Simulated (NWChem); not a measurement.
System: C$_{3}$H$_{3}$NOSi; SMILES C#C[SiH2]N=C=O

Input file for NWChem:

```
start job
memory heap 200 mb stack 900 mb global 1100 mb
geometry units angstroms
  C     -2.853436     0.546681    -0.095775
  C     -1.869705    -0.134706    -0.211839
  Si    -0.354436    -1.180550    -0.388277
  N      1.031718    -0.208209    -0.058434
  C      1.637699     0.716077     0.371409
  O      2.303263     1.579442     0.757128
  H     -3.714534     1.141799     0.014637
  H     -0.182455    -1.617020    -1.771350
  H     -0.358172    -2.249309     0.609407
end
basis spherical
  * library 6-31g*
end
dft
  xc b3lyp
  iterations 150
end
driver
  maxiter 120
end
task dft optimize
task dft freq
```

Output (shortened):

```
             Northwest Computational Chemistry Package (NWChem) 7.3.0
             --------------------------------------------------------

 C1  symmetry detected

                             Geometry "geometry" -> ""
                             -------------------------

 Output coordinates in angstroms (scale by  1.889725989 to convert to a.u.)

  No.       Tag          Charge          X              Y              Z
 ---- ---------------- ---------- -------------- -------------- --------------
    1 C                    6.0000     1.44125881     2.48276442    -0.01227049
    2 C                    6.0000     0.46373871     1.78294407     0.00157487
    3 Si                  14.0000    -1.03798904     0.70346637     0.02397716
    4 N                    7.0000    -0.53800636    -0.94408657    -0.08210286
    5 C                    6.0000     0.20702899    -1.86394981    -0.01099346
    6 O                    8.0000     0.86535635    -2.81364709     0.03183013
    7 H                    1.0000     2.29803203     3.09413535    -0.01562658
    8 H                    1.0000    -1.85326867     0.92257820    -1.16777935
    9 H                    1.0000    -1.74188224     0.84198784     1.29793920

 Effective nuclear repulsion energy (a.u.)     230.5273248185

                                Z-matrix (autoz)
                                --------

 Units are Angstrom for bonds and degrees for angles

[...]

      ----------------------
      Optimization converged
      ----------------------

  Step       Energy      Delta E   Gmax     Grms     Xrms     Xmax
  ---- ---------------- -------- -------- -------- -------- --------
@   15    -535.56072588 -3.2D-07  0.00013  0.00003  0.00056  0.00141
                                     ok       ok       ok       ok

                                Z-matrix (autoz)
                                --------

 Units are Angstrom for bonds and degrees for angles

[...]

 Rotational Constants
 --------------------
 A=   0.234907 cm-1  (  0.337972 K)
 B=   0.045730 cm-1  (  0.065794 K)
 C=   0.038804 cm-1  (  0.055828 K)

 Temperature                      =   298.15K
 frequency scaling parameter      =   1.0000

 Zero-Point correction to Energy  =   31.703 kcal/mol  (  0.050523 au)
 Thermal correction to Energy     =   36.172 kcal/mol  (  0.057644 au)
 Thermal correction to Enthalpy   =   36.764 kcal/mol  (  0.058587 au)

 Total Entropy                    =   85.284 cal/mol-K
   - Translational                =   39.609 cal/mol-K (mol. weight =  96.9984)
   - Rotational                   =   27.738 cal/mol-K (symmetry #  =        1)
   - Vibrational                  =   17.937 cal/mol-K

 Cv (constant volume heat capacity) =   23.435 cal/mol-K
   - Translational                  =    2.979 cal/mol-K
   - Rotational                     =    2.979 cal/mol-K
   - Vibrational                    =   17.476 cal/mol-K

[normal modes left out]

 ----------------------------------------------------------------------------
 Normal Eigenvalue ||           Projected Infra Red Intensities
  Mode   [cm**-1]  || [atomic units] [(debye/angs)**2] [(KM/mol)] [arbitrary]
 ------ ---------- || -------------- ----------------- ---------- -----------
    1       -0.000 ||    0.000000           0.000         0.000       0.000
    2       -0.000 ||    0.000344           0.008         0.336       0.031
    3       -0.000 ||    0.000487           0.011         0.475       0.044
    4       -0.000 ||    0.000180           0.004         0.175       0.016
    5        0.000 ||    0.000242           0.006         0.236       0.022
    6        0.000 ||    0.000044           0.001         0.042       0.004
    7       45.056 ||    0.000205           0.005         0.200       0.018
    8       68.039 ||    0.000864           0.020         0.842       0.078
    9      163.222 ||    0.001375           0.032         1.341       0.124
   10      231.044 ||    0.003694           0.085         3.601       0.332
   11      354.077 ||    0.017651           0.407        17.207       1.586
   12      589.210 ||    0.079086           1.825        77.097       7.107
   13      604.969 ||    0.026922           0.621        26.245       2.419
   14      610.313 ||    0.023994           0.554        23.390       2.156
   15      651.111 ||    0.062288           1.437        60.721       5.597
   16      664.589 ||    0.097941           2.260        95.478       8.801
   17      686.358 ||    0.079972           1.845        77.960       7.186
   18      702.654 ||    0.041980           0.969        40.925       3.772
   19      758.403 ||    0.000243           0.006         0.237       0.022
   20      918.551 ||    0.504938          11.649       492.239      45.374
   21      968.176 ||    0.155527           3.588       151.616      13.976
   22     1516.532 ||    0.039770           0.918        38.770       3.574
   23     2165.219 ||    0.067012           1.546        65.326       6.022
   24     2288.126 ||    0.153436           3.540       149.577      13.788
   25     2289.822 ||    0.161216           3.719       157.161      14.487
   26     2433.158 ||    1.447056          33.385      1410.662     130.034
   27     3478.771 ||    0.038170           0.881        37.210       3.430
 ----------------------------------------------------------------------------
```

Level: B3LYP/6-31G* (spherical d). B3LYP is NWChem's, with the RPA form of VWN correlation.
